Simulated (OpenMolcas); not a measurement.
## Rh3+: moving or changing the point charges

Rh3+ among 6 point charges of -1.7 e arranged as a trigonal antiprism (D3d), 1.94 Å from the ion, with a polar angle of 58.0° against the regular 54.74°.
```
   0.0000    1.6456    1.0275  -1.70
  -1.4251   -0.8228    1.0275  -1.70
   1.4251   -0.8228    1.0275  -1.70
   0.0000   -1.6456   -1.0275  -1.70
   1.4251    0.8228   -1.0275  -1.70
  -1.4251    0.8228   -1.0275  -1.70
```

```yaml
Program: OpenMolcas 26.06
Method: CASSCF
Basis: ANO-RCC-VDZP [6s5p3d1f]
Scalar_Hamiltonian: DKH2, point nucleus
Active_space: 6 electrons in 5 orbitals (4d)
State_averaging: 2S+1 = 5 even, 5 roots; 2S+1 = 3 even, 45 roots; 2S+1 = 1 even, 50 roots
Spin-orbit_coupling: RASSI with atomic mean-field integrals over the reference wave functions
```

Runs around this geometry, states (labels of D3, the rotations of D3d). Energies in cm-1 above the lowest state or level, χT in cm3 K/mol.

```csv
R (Å),q (e),Polar angle / regular,Ground state,First state of that spin,First gap with spin-orbit (degeneracies),χT at 300 K,First state of another spin
1.94,-1.7,0.98,5E,5A1 978.9,"225.8 (2, 1)",4.331,3E 13103
1.94,-0.85,1.06,5A1,5E 1201,"98.5 (1, 2)",4.508,3A2 17270
1.94,-1.7,1.06,5A1,5E 2618,"93.0 (1, 2)",3.936,3A2 14100
2.06,-1.7,1.06,5A1,5E 2177,"96.1 (1, 2)",4.126,3A2 15786
```

Taking the first state of the same spin as R^-n, n = -ln(2177 / 2618) / ln(2.06 / 1.94) = 3.1 between the shortest and longest distance.

Scaling the charges by -0.85 / -1.7 = 0.50 scales the first state of the same spin by 1201 / 2618 = 0.46; with fixed orbitals a first-order splitting would follow the charge.

The ground state changes within this set.

Without dynamic correlation the repulsion within the d shell is too large (B by tens of per cent), so at a given field states of lower spin stand too high. Point charges give a weaker field than real ligands, and real ions of this kind are as a rule low spin; the high spin found here belongs to the model. An orbital doublet at a regular site is open to a Jahn-Teller distortion, which this geometry leaves out (holds for R = 1.94, q = -1.7, ratio = 0.98). This shell can be high or low spin here, a state of another spin lies low, and with metal d orbitals alone active their balance is uncertain, so the ground spin may be wrong (holds for R = 1.94, q = -1.7, ratio = 0.98; R = 1.94, q = -1.7, ratio = 1.06). This is an electrostatic model: the charges have no orbitals. No measured value stands beside these numbers.
